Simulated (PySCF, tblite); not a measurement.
Isomers of C2H13FOSi4, one GFN2-xTB conformer each. Single-point energies are computed at PBE0/pcSseg-1 (PySCF, gas phase, no added dispersion term), electronic only.

```tsv
SMILES	GFN2-xTB relative energy (kJ/mol)
F[C@H]([SiH3])C[SiH2][SiH2]O[SiH3]	0.0
FC[Si]([SiH3])([SiH3])CO[SiH3]	223.5
```

Conformers: `[F:1][C@H:2]([SiH3:3])[CH2:4][SiH2:5][SiH2:6][O:7][SiH3:8]` with F1–C2–C4–Si5 -58°, C2–C4–Si5–Si6 57°, C4–Si5–Si6–O7 160°, Si5–Si6–O7–Si8 68°; `[F:1][CH2:2][Si:3]([SiH3:4])([SiH3:5])[CH2:6][O:7][SiH3:8]` with F1–C2–Si3–Si4 69°, C2–Si3–C6–O7 -69°, Si3–C6–O7–Si8 171°.

Q: What does PBE0/pcSseg-1 give for the same structures?

A: 
```csv
SMILES,PBE0/pcSseg-1 E (Eh),PBE0/pcSseg-1 (kJ/mol),GFN2-xTB (kJ/mol),point group
F[C@H]([SiH3])C[SiH2][SiH2]O[SiH3],-1416.27922,0.0,0.0,C1
FC[Si]([SiH3])([SiH3])CO[SiH3],-1416.22609,139.5,223.5,C1
```

Both levels put the same isomer lowest. 

Q: Which frontier levels, dipoles and rotational constants go with these structures?

A: 
| SMILES | HOMO (eV, PBE0/pcSseg-1) | LUMO (eV) | dipole (D) | A, B, C (MHz) |
| --- | --- | --- | --- | --- |
| F[C@H]([SiH3])C[SiH2][SiH2]O[SiH3] | -7.72 | -0.43 | 1.89 | 3315, 324.2, 303.5 |
| FC[Si]([SiH3])([SiH3])CO[SiH3] | -8.03 | -0.60 | 2.71 | 1132, 520.2, 495.5 |

Q: What happens when harmonic zero-point energies from GFN2-xTB frequencies are added?

A: 
```csv
SMILES,ZPE (kJ/mol),electronic (kJ/mol),with ZPE (kJ/mol)
F[C@H]([SiH3])C[SiH2][SiH2]O[SiH3],344.4,0.0,0.0
FC[Si]([SiH3])([SiH3])CO[SiH3],346.4,139.5,141.5
```

The zero-point energies span 2.0 kJ/mol. The order is unchanged.
